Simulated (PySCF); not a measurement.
A series of related molecules.

All values: wB97X-D/def2-SVPD (PySCF) at PBE0-D3(BJ)/def2-SVP geometries, gas phase, one conformer each. Core orbitals are frozen in the response; Δα² is half the sum of the squared differences of the principal polarisabilities. The calculation is non-relativistic, for bromine too.

Problem. Rank by mean static polarisability, lowest first.
A. `BCCC` (C3H9B)
B. `BC[SiH3]` (CH7BSi)
C. `BrB` (BBrH2)
D. `BCC` (C2H7B)
E. `BC(F)=C(F)F` (C2H2BF3)
F. `BSC(F)(F)F` (CH2BF3S)

Solution. C (5.49 Å³), D (6.15 Å³), E (6.53 Å³), F (7.48 Å³), A (7.94 Å³), B (8.37 Å³).

Problem. Rank by dipole moment, lowest first.
A. `[BH2:1][CH2:2][CH:3]=[CH2:4]` with H–B1–C2–C3 -22° and 164°, B1–C2–C3–C4 -130°
B. `[BH2:1][CH2:2][O:3][CH3:4]` with H–B1–C2–O3 4° and -178°, B1–C2–O3–C4 -177°
C. `[BH2:1][CH2:2][CH3:3]` with H–B1–C2–C3 179° and -1°
D. `[BH2:1][S:2][CH3:3]` with H–B1–S2–C3 1° and -179°
E. `BN[SiH3]`
F. `[BH2:1][S:2][C:3]([F:4])([F:5])[F:6]` with H–B1–S2–C3 180° and 0°

Solution. A (0.50 D), C (0.68 D), F (1.03 D), E (1.39 D), B (1.58 D), D (1.74 D).

Problem. Rank by polarisability anisotropy Δα, lowest first.
A. `[BH2:1][CH2:2][O:3][CH3:4]` with H–B1–C2–O3 4° and -178°, B1–C2–O3–C4 -177°
B. `BN[SiH3]`
C. `[BH2:1][S:2][C:3]([F:4])([F:5])[F:6]` with H–B1–S2–C3 180° and 0°
D. `[BH2:1][CH2:2][SiH3:3]` with H–B1–C2–Si3 -88° and 88°
E. `BC#CC`
F. `BC(F)=C(F)F`

Solution. D (1.89 Å³), A (2.12 Å³), B (2.40 Å³), C (2.72 Å³), F (4.03 Å³), E (6.71 Å³).

All values together:

```json
{"SMILES": "BSC(F)(F)F", "formula": "CH2BF3S", "μ (D)": "1.03", "HOMO (eV)": "-10.86", "LUMO (eV)": "0.03", "α (Å³)": "7.48", "Δα (Å³)": "2.72", "electrons": "56", "α per electron (Å³)": "0.134", "ΔSCF removal energy (eV)": "11.38"}
{"SMILES": "BSC", "formula": "CH5BS", "μ (D)": "1.74", "HOMO (eV)": "-9.70", "LUMO (eV)": "0.74", "α (Å³)": "7.43", "Δα (Å³)": "3.07", "electrons": "32", "α per electron (Å³)": "0.232", "ΔSCF removal energy (eV)": "10.18"}
{"SMILES": "BC(C)C", "formula": "C3H9B", "μ (D)": "0.66", "HOMO (eV)": "-10.22", "LUMO (eV)": "0.78", "α (Å³)": "7.93", "Δα (Å³)": "1.62", "electrons": "32", "α per electron (Å³)": "0.248", "ΔSCF removal energy (eV)": "10.58"}
{"SMILES": "BCCC", "formula": "C3H9B", "μ (D)": "0.64", "HOMO (eV)": "-10.72", "LUMO (eV)": "0.72", "α (Å³)": "7.94", "Δα (Å³)": "2.17", "electrons": "32", "α per electron (Å³)": "0.248", "ΔSCF removal energy (eV)": "11.08"}
{"SMILES": "BCC", "formula": "C2H7B", "μ (D)": "0.68", "HOMO (eV)": "-10.72", "LUMO (eV)": "0.72", "α (Å³)": "6.15", "Δα (Å³)": "1.44", "electrons": "24", "α per electron (Å³)": "0.256", "ΔSCF removal energy (eV)": "11.23"}
{"SMILES": "BBr", "formula": "BBrH2", "μ (D)": "0.63", "HOMO (eV)": "-10.11", "LUMO (eV)": "-0.13", "α (Å³)": "5.49", "Δα (Å³)": "2.25", "electrons": "42", "α per electron (Å³)": "0.131", "ΔSCF removal energy (eV)": "10.85"}
{"SMILES": "BCOC", "formula": "C2H7BO", "μ (D)": "1.58", "HOMO (eV)": "-9.51", "LUMO (eV)": "0.61", "α (Å³)": "6.91", "Δα (Å³)": "2.12", "electrons": "32", "α per electron (Å³)": "0.216", "ΔSCF removal energy (eV)": "10.01"}
{"SMILES": "BN[SiH3]", "formula": "BH6NSi", "μ (D)": "1.39", "HOMO (eV)": "-10.39", "LUMO (eV)": "1.74", "α (Å³)": "7.63", "Δα (Å³)": "2.40", "electrons": "32", "α per electron (Å³)": "0.238", "ΔSCF removal energy (eV)": "10.74"}
{"SMILES": "BC#CC", "formula": "C3H5B", "μ (D)": "2.16", "HOMO (eV)": "-9.30", "LUMO (eV)": "-0.17", "α (Å³)": "8.01", "Δα (Å³)": "6.71", "electrons": "28", "α per electron (Å³)": "0.286", "ΔSCF removal energy (eV)": "9.71"}
{"SMILES": "BCC=C", "formula": "C3H7B", "μ (D)": "0.50", "HOMO (eV)": "-9.12", "LUMO (eV)": "0.69", "α (Å³)": "7.96", "Δα (Å³)": "3.62", "electrons": "30", "α per electron (Å³)": "0.265", "ΔSCF removal energy (eV)": "9.49"}
{"SMILES": "BC(F)=C(F)F", "formula": "C2H2BF3", "μ (D)": "0.95", "HOMO (eV)": "-9.96", "LUMO (eV)": "-0.58", "α (Å³)": "6.53", "Δα (Å³)": "4.03", "electrons": "46", "α per electron (Å³)": "0.142", "ΔSCF removal energy (eV)": "10.49"}
{"SMILES": "BC[SiH3]", "formula": "CH7BSi", "μ (D)": "0.90", "HOMO (eV)": "-10.93", "LUMO (eV)": "0.48", "α (Å³)": "8.37", "Δα (Å³)": "1.89", "electrons": "32", "α per electron (Å³)": "0.262", "ΔSCF removal energy (eV)": "11.27"}
```

Conformers: `[BH2:1][S:2][C:3]([F:4])([F:5])[F:6]` with H–B1–S2–C3 180° and 0°; `[BH2:1][S:2][CH3:3]` with H–B1–S2–C3 1° and -179°; `[BH2:1][CH:2]([CH3:3])[CH3:4]` with H–B1–C2–C3 163° and -24°; `[BH2:1][CH2:2][CH2:3][CH3:4]` with H–B1–C2–C3 2° and -179°, B1–C2–C3–C4 -179°; `[BH2:1][CH2:2][CH3:3]` with H–B1–C2–C3 179° and -1°; `[BH2:1][CH2:2][O:3][CH3:4]` with H–B1–C2–O3 4° and -178°, B1–C2–O3–C4 -177°; `[BH2:1][CH2:2][CH:3]=[CH2:4]` with H–B1–C2–C3 -22° and 164°, B1–C2–C3–C4 -130°; `[BH2:1][CH2:2][SiH3:3]` with H–B1–C2–Si3 -88° and 88°.

Problem. By how much does the ΔSCF value exceed −ε(HOMO) over the species that have both?

Solution. By 0.34 to 0.74 eV, 0.46 eV on average, over 12 species.
